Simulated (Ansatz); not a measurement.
`C=CBr` and `[SiH3]/C=C/Br` differ in one atom or group.

Ansatz, PBE0-D4/def2-TZVP geometries, multiplicity 1. 

Scalar relativity is left out up to krypton. Spin–orbit coupling is left out; it splits and shifts lone-pair levels of the heavy atoms by tenths of an eV.

```tsv
property	`C=CBr`
LUMO energy (B3LYP/def2-TZVPP) / eV	-0.59
LUMO energy (ωB97M-V/def2-TZVPP) / eV	1.78
LUMO energy (PBE/def2-TZVPP) / eV	-1.36
HOMO energy (PBE0/def2-TZVPP) / eV	-7.44
size of the dipole moment (ωB97M-V/def2-TZVPP) / D	1.47
size of the dipole moment (PBE/def2-TZVPP) / D	1.33
```

(1) What does the change do to each property? (An estimate is asked.)

Answers

(1) Ansatz gave: 
```tsv
property	`[SiH3]/C=C/Br`	shift
LUMO energy (B3LYP/def2-TZVPP) / eV	-1.03	-0.44
LUMO energy (ωB97M-V/def2-TZVPP) / eV	1.26	-0.52
LUMO energy (PBE/def2-TZVPP) / eV	-1.80	-0.44
HOMO energy (PBE0/def2-TZVPP) / eV	-7.55	-0.11
size of the dipole moment (ωB97M-V/def2-TZVPP) / D	0.90	-0.57
size of the dipole moment (PBE/def2-TZVPP) / D	0.77	-0.56
```

With PBE0 the HOMO falls by 0.11 eV and the LUMO falls by 0.48 eV, so the gap narrows by about 0.37 eV. PBE moves the HOMO by -0.13 eV and ωB97M-V by -0.07 eV. Dipoles are sizes alone; their direction can turn.

B3LYP here is the variant with VWN-RPA as its local correlation; programs differ in this.
